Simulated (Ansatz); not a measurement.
Basis-set extrapolation for C₈H₁₀S (`CCSc1ccccc1`) (PBE0-D4/def2-TZVP geometry, frozen core, the Gaussian-basis code of Ansatz). Multiplicity 1, RHF reference.

|  | def2-TZVPP | def2-QZVPP |
| --- | --- | --- |
| HF | -706.418746 | -706.443186 |
| MP2 correlation | -1.475180 | -1.572454 |
| CCSD(T) correlation | -1.605179 | not run |

Energies in hartree. Use E(X) = E(∞) + A·exp(−7.88·√X) for Hartree–Fock and E(X) = E(∞) + B·X^(−2.97) for correlation, with X = 3 and 4, and add CCSD(T) minus MP2 of the smaller set to the MP2 limit.

Problem. What is the CCSD(T) energy at the basis-set limit?

Solution. HF limit: -706.443186 + (-0.024440) × 0.13774 = -706.44655. MP2 limit: -1.572454 + (-0.097274) × 0.74074 = -1.64451. Higher-order term: -1.605179 − (-1.475180) = -0.13000. Total: -708.22106 hartree, 517.6 kJ/mol below CCSD(T)/def2-TZVPP.
